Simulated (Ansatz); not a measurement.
Species: PH, charge 0, multiplicity 3. SMILES: [PH]
Geometry: optimised at B3LYP-D3(BJ)/def2-TZVP (Ansatz, a quantum-chemistry and plane-wave program).

Property: atomisation energy (electronic, to ground-state atoms), in kcal/mol. Cores are frozen in the correlated levels unless marked. Open shells are spin-unrestricted. Spin-orbit coupling is left out. Non-relativistic unless marked X2C. The coupled-cluster limit lacks core correlation, which all-electron functionals hold. CBS(X,Y): correlation extrapolated as X^-3; Hartree-Fock from the larger set (for Q and 5 zeta extrapolated as (X+1)exp(-9√X)). The bracket is a focal-point correction in the basis named.

| level | program | atomisation energy (kcal/mol) | minus last row |
|---|---|---|---|
| HF/cc-pV(Q+d)Z | Ansatz | 52.1 | -21.2 |
| HF/CBS(cc-pV(Q+d)Z,cc-pV(5+d)Z) | Ansatz | 52.1 | -21.2 |
| PBE0/def2-SVP | Ansatz | 72.7 | -0.6 |
| PBE0-D3(BJ)/def2-TZVPD | Ansatz + dftd3 | 74.3 | 1.0 |
| HSE06-D4/def2-TZVPD | Ansatz + dftd4 | 74.2 | 0.9 |
| wB97X/def2-TZVPD | Ansatz | 75.8 | 2.5 |
| PBE-QIDH/def2-TZVPD | Ansatz | 71.2 | -2.1 |
| X2C-CCSD(T)/cc-pVTZ-DK | Ansatz | 69.9 | -3.4 |
| RI-MP2/CBS(def2-TZVPP,def2-QZVPP)+[CCSD(T)-MP2]/def2-SVP | Ansatz | 72.4 | -0.9 |
| CCSD(T)/CBS(cc-pV(Q+d)Z,cc-pV(5+d)Z) | Ansatz | 73.3 | 0.0 |
